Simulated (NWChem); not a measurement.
Molecule: SiHOBrF₂; SMILES Br[Si](F)(O)F

```xyz
6

O      1.6134    -1.2061    -0.0106
Si     0.0451    -0.7790    -0.0004
F     -0.7126    -1.3783     1.2803
F     -0.7293    -1.3772    -1.2716
Br    -0.0921     1.3889     0.0008
H      1.8362    -2.1428    -0.0071
```
Atoms are numbered in this order, from 1.

Computed with NWChem. Pople sets run with spherical d functions. The geometry was optimised at PBE0/def2-SVP. Vzz is the largest principal value of the second derivative of the potential at the nucleus (NWChem prints the opposite sign); η is the asymmetry. Non-relativistic.

```json
[
 {"level": "PBE0/def2-SVP", "Vzz O1 (a.u.)": "1.432", "η O1": "0.56", "Vzz Br5 (a.u.)": "4.637", "η Br5": "0.01"},
 {"level": "PBE0/6-31G*", "Vzz O1 (a.u.)": "1.373", "η O1": "0.57", "Vzz Br5 (a.u.)": "4.560", "η Br5": "0.01"},
 {"level": "Hartree-Fock/def2-SVP", "Vzz O1 (a.u.)": "1.506", "η O1": "0.55", "Vzz Br5 (a.u.)": "4.446", "η Br5": "0.02"},
 {"level": "Hartree-Fock/6-31G*", "Vzz O1 (a.u.)": "1.443", "η O1": "0.57", "Vzz Br5 (a.u.)": "4.308", "η Br5": "0.02"}
]
```
